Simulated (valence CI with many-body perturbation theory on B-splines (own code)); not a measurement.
# E1 transitions of Bi70+

Method: relativistic CI+MBPT: three valence electrons over a frozen Dirac-Fock core [Ne], radial functions for each j: 11 s, 11 p, 9 d, 7 f, 5 g, 2 h, 1 i, with the one-electron correlation potential Σ1 (screened to all orders), the two-electron term Σ2, the three-electron term Σ3, Breit, model QED; selected single and double excitations, second order for the rest (own B-spline code, finite nucleus).

No measured spectrum was set against this ion. As an estimate, large intervals hold to a few tenths of a per cent, small ones and those within an open d or f shell to about a per cent.

Lines 1 to 50 of 248 in falling wavelength, among levels below 2184.5 eV, chosen from the strongest by gf and those to the six lowest levels. Wavelengths and rates use the calculated energies. Electric multipoles are in the length gauge, E1 and E2 with the static RPA response of the core. Weak lines are less certain than strong ones. Lines between different terms over intervals too small for the method are left out, as are lines whose strength nearly cancels. The highest levels of a list are the least certain.

Levels are named by their leading jj configuration (3d3/2^4 stands for four electrons in 3d with j = 3/2), which in mixed levels can hold well under half, so a name can repeat and another be missing. Letters in brackets count levels of one name in rising energy.

| λ vac (nm) | Upper | Lower | A (s⁻¹) | S (a.u.) with core polarisation | S without |
| --- | --- | --- | --- | --- | --- |
| 7.798 | (3s 3p1/2 3d3/2) J=5/2 | (3s^2 3d3/2) J=3/2 | 1.12e+10 | 1.57e-02 | 1.59e-02 |
| 7.438 | (3s 3p1/2 3p3/2) J=3/2 [a] | (3s^2 3p3/2) J=3/2 | 2.77e+09 | 2.25e-03 | 2.28e-03 |
| 7.133 | (3p1/2 3p3/2 3d5/2) J=7/2 [b] | (3s 3p3/2 3d5/2) J=5/2 [b] | 1.39e+10 | 1.99e-02 | 2.02e-02 |
| 7.037 | (3p1/2 3p3/2 3d5/2) J=9/2 | (3s 3p3/2 3d5/2) J=7/2 [b] | 1.32e+10 | 2.28e-02 | 2.31e-02 |
| 6.588 | (3s 3p1/2 3p3/2) J=5/2 | (3s^2 3p3/2) J=3/2 | 2.02e+10 | 1.71e-02 | 1.73e-02 |
| 6.576 | (3s 3p1/2 3d5/2) J=7/2 | (3s^2 3d5/2) J=5/2 | 3.21e+10 | 3.61e-02 | 3.66e-02 |
| 6.365 | (3s 3p1/2 3d3/2) J=3/2 [a] | (3s 3p1/2 3p3/2) J=3/2 [b] | 9.35e+08 | 4.76e-04 | 4.84e-04 |
| 6.213 | (3p1/2 3p3/2 3d5/2) J=9/2 | (3s 3p3/2 3d5/2) J=7/2 [a] | 1.61e+10 | 1.90e-02 | 1.93e-02 |
| 6.196 | (3s 3p1/2 3d5/2) J=5/2 [b] | (3s^2 3d5/2) J=5/2 | 2.47e+10 | 1.74e-02 | 1.76e-02 |
| 6.109 | (3s 3p1/2^2) J=1/2 | (3s^2 3p1/2) J=1/2 | 5.40e+10 | 1.22e-02 | 1.23e-02 |
| 6.096 | (3p1/2 3p3/2 3d3/2) J=7/2 | (3s 3p3/2 3d3/2) J=7/2 | 2.47e+10 | 2.21e-02 | 2.24e-02 |
| 6.073 | (3p1/2 3p3/2 3d3/2) J=7/2 | (3s 3p3/2 3d3/2) J=5/2 [a] | 1.48e+10 | 1.31e-02 | 1.33e-02 |
| 6.067 | (3p1/2 3p3/2 3d5/2) J=5/2 [a] | (3s 3p3/2 3d5/2) J=3/2 [a] | 3.62e+10 | 2.39e-02 | 2.43e-02 |
| 6.056 | (3s 3p1/2 3d5/2) J=3/2 | (3s^2 3d5/2) J=5/2 | 3.52e+10 | 1.54e-02 | 1.56e-02 |
| 5.928 | (3p1/2 3p3/2 3d5/2) J=3/2 [b] | (3s 3p3/2 3d5/2) J=1/2 | 3.94e+10 | 1.62e-02 | 1.64e-02 |
| 5.909 | (3p1/2^2 3d5/2) J=5/2 | (3s 3p1/2 3d5/2) J=3/2 | 4.40e+10 | 2.69e-02 | 2.73e-02 |
| 5.894 | (3p1/2^2 3p3/2) J=3/2 | (3s 3p1/2 3p3/2) J=3/2 [b] | 4.57e+10 | 1.85e-02 | 1.87e-02 |
| 5.886 | (3s 3p1/2 3p3/2) J=3/2 [b] | (3s^2 3p3/2) J=3/2 | 3.54e+10 | 1.42e-02 | 1.44e-02 |
| 5.793 | (3p1/2 3p3/2 3d5/2) J=3/2 [a] | (3s 3p3/2 3d5/2) J=5/2 [a] | 5.50e+10 | 2.11e-02 | 2.14e-02 |
| 5.782 | (3p1/2^2 3d5/2) J=5/2 | (3s 3p1/2 3d5/2) J=5/2 [b] | 4.46e+10 | 2.55e-02 | 2.59e-02 |
| 5.708 | (3s 3p1/2 3d3/2) J=3/2 [a] | (3s 3p1/2 3p3/2) J=5/2 | 2.40e+10 | 8.79e-03 | 8.92e-03 |
| 5.679 | (3p1/2 3p3/2 3d5/2) J=5/2 [a] | (3s 3p3/2 3d5/2) J=5/2 [a] | 3.64e+10 | 1.98e-02 | 2.00e-02 |
| 5.641 | (3p1/2 3p3/2^2) J=5/2 | (3s 3p3/2^2) J=5/2 | 3.23e+10 | 1.72e-02 | 1.74e-02 |
| 5.609 | (3s 3p1/2 3d3/2) J=5/2 | (3s 3p1/2 3p3/2) J=3/2 [b] | 1.23e+10 | 6.43e-03 | 6.52e-03 |
| 5.581 | (3p1/2 3p3/2 3d5/2) J=7/2 [b] | (3s 3p3/2 3d5/2) J=7/2 [a] | 3.22e+10 | 2.21e-02 | 2.24e-02 |
| 5.544 | (3s 3p1/2 3p3/2) J=1/2 | (3s^2 3p3/2) J=3/2 | 4.33e+10 | 7.27e-03 | 7.38e-03 |
| 5.516 | (3p1/2^2 3d3/2) J=3/2 | (3s 3p1/2 3d3/2) J=5/2 | 9.87e+10 | 3.27e-02 | 3.31e-02 |
| 5.506 | (3p1/2 3p3/2 3d5/2) J=5/2 [b] | (3s 3p3/2 3d5/2) J=7/2 [a] | 4.78e+10 | 2.37e-02 | 2.40e-02 |
| 5.493 | (3p1/2 3p3/2 3d3/2) J=5/2 [a] | (3p1/2 3p3/2^2) J=5/2 | 3.84e+10 | 1.89e-02 | 1.91e-02 |
| 5.486 | (3p1/2^2 3d5/2) J=5/2 | (3s 3p1/2 3d5/2) J=7/2 | 8.37e+10 | 4.09e-02 | 4.15e-02 |
| 5.473 | (3p1/2 3p3/2 3d5/2) J=7/2 [a] | (3s 3p3/2 3d5/2) J=9/2 | 6.93e+10 | 4.49e-02 | 4.55e-02 |
| 5.455 | (3p1/2 3p3/2^2) J=3/2 | (3s 3p3/2^2) J=5/2 | 6.55e+10 | 2.10e-02 | 2.13e-02 |
| 5.391 | (3p1/2 3p3/2 3d3/2) J=3/2 [b] | (3s 3p3/2 3d3/2) J=5/2 [a] | 3.48e+10 | 1.08e-02 | 1.09e-02 |
| 5.378 | (3p1/2 3p3/2 3d3/2) J=5/2 [b] | (3s 3p3/2 3d3/2) J=7/2 | 7.76e+10 | 3.57e-02 | 3.62e-02 |
| 5.326 | (3p1/2^2 3p3/2) J=3/2 | (3s 3p1/2 3p3/2) J=5/2 | 7.09e+10 | 2.12e-02 | 2.14e-02 |
| 5.288 | (3p1/2 3p3/2 3d5/2) J=9/2 | (3s 3p3/2 3d5/2) J=9/2 | 4.91e+10 | 3.59e-02 | 3.64e-02 |
| 5.266 | (3p1/2^2 3d3/2) J=3/2 | (3p1/2^2 3p3/2) J=3/2 | 6.64e+10 | 1.91e-02 | 1.94e-02 |
| 5.193 | (3s 3p1/2 3d3/2) J=3/2 [a] | (3s 3p1/2 3p3/2) J=3/2 [a] | 2.27e+10 | 6.29e-03 | 6.37e-03 |
| 5.093 | (3s 3p1/2 3d3/2) J=5/2 | (3s 3p1/2 3p3/2) J=5/2 | 1.36e+10 | 5.34e-03 | 5.40e-03 |
| 4.911 | (3s 3p1/2 3d3/2) J=1/2 | (3s 3p1/2 3p3/2) J=3/2 [b] | 1.41e+09 | 1.64e-04 | 1.67e-04 |
| 4.876 | (3p1/2^2 3p3/2) J=3/2 | (3s 3p1/2 3p3/2) J=3/2 [a] | 5.11e+09 | 1.17e-03 | 1.19e-03 |
| 4.717 | (3s 3p1/2 3d3/2) J=3/2 [b] | (3s 3p1/2 3p3/2) J=3/2 [b] | 3.84e+09 | 7.96e-04 | 8.06e-04 |
| 4.679 | (3s 3p1/2 3d3/2) J=5/2 | (3s 3p1/2 3p3/2) J=3/2 [a] | 3.16e+07 | 9.58e-06 | 9.59e-06 |
| 4.547 | (3s^2 3d3/2) J=3/2 | (3s^2 3p3/2) J=3/2 | 9.98e+07 | 1.85e-05 | 1.83e-05 |
| 4.346 | (3s 3p1/2 3d3/2) J=3/2 [b] | (3s 3p1/2 3p3/2) J=5/2 | 7.08e+09 | 1.15e-03 | 1.17e-03 |
| 4.183 | (3s 3p1/2 3d3/2) J=1/2 | (3s 3p1/2 3p3/2) J=3/2 [a] | 7.37e+09 | 5.32e-04 | 5.39e-04 |
| 4.042 | (3s 3p1/2 3d3/2) J=3/2 [b] | (3s 3p1/2 3p3/2) J=3/2 [a] | 2.09e+09 | 2.72e-04 | 2.74e-04 |
| 3.485 | (3s 3p3/2 3d5/2) J=3/2 [a] | (3s 3p3/2^2) J=3/2 | 1.39e+11 | 1.17e-02 | 1.18e-02 |
| 3.439 | (3s 3p1/2 3d5/2) J=5/2 [a] | (3s 3p1/2 3p3/2) J=3/2 [b] | 2.46e+09 | 2.96e-04 | 2.99e-04 |
| 3.317 | (3s 3d3/2 3d5/2) J=3/2 [b] | (3s 3p3/2 3d3/2) J=1/2 [b] | 1.41e+11 | 1.02e-02 | 1.03e-02 |
